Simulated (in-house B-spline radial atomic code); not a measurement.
Results of a calculation; reference values are marked as such.
**Cu ion on P atom: potential, deflection and energy transfer**

The pair potential comes from two frozen, spherical free-atom densities (PBE, B-spline radial code, scalar-relativistic past argon): electrostatics plus the change in Thomas-Fermi kinetic and Dirac exchange energy where they overlap, the recipe behind the universal ZBL potential, which averages such potentials (from solid-state densities) over many pairs. It is written V = (Z1 Z2 e²/r) φ(r/a), with e² = 14.3996 eV·Å and a = 0.46850 Å/(Z1^0.23 + Z2^0.23); ZBL's fit is φ = 0.18175 e^(−3.1998x) + 0.50986 e^(−0.94229x) + 0.28022 e^(−0.4029x) + 0.02817 e^(−0.20162x). Where φ falls below 4e-4 it is continued as an exponential.

Masses 63.55 and 30.97 u.

```
x = r/a  φ, this pair    φ, ZBL
    0.1        0.8951    0.8928
    0.5        0.6282    0.6096
    1.5        0.3171    0.2995
      3         0.138    0.1292
      5       0.05478   0.05224
      8       0.01665   0.01705
     12      0.005197   0.00474
     17      0.001231  0.001212
```

Q: At x = 3 the electrostatic, kinetic and exchange parts are 621.37, 1993.46 and -134.26 eV. Find r, V and φ.

A: a = 0.46850/(2.1695 + 1.8642) = 0.11615 Å, so r = 0.34844 Å. V = 621.37 + 1993.46 + (-134.26) = 2480.57 eV. The bare repulsion is 29 × 15 × 14.3996/0.34844 = 17977 eV, so φ = 0.1380, +6.8 % against ZBL's 0.1292. The kinetic (Pauli) term is 80 % of V here.

Q: The ion comes in at 1.646 keV with impact parameter 0.2323 Å. The scattering integral gives a centre-of-mass angle of 121.3° and a closest approach of 5.382 a. What are the reduced energy, the energy passed on and the laboratory angles?

A: ε = E a M2/(Z1 Z2 e² (M1 + M2)) = 1646 × 6.0755e-06 = 0.01. The most that one collision can pass on is γE with γ = 4 M1 M2/(M1 + M2)² = 0.8812. Here T = γE sin²(θ/2) = 0.8812 × 1646 × 0.7599 = 1102 eV. The ion turns by arctan(sin θ/(cos θ + M1/M2)) = 29.1°, and the struck atom leaves at (180° − θ)/2 = 29.3°. The closest approach is 0.625 Å. With ZBL the angle would be 119.98° and T = 1088 eV.
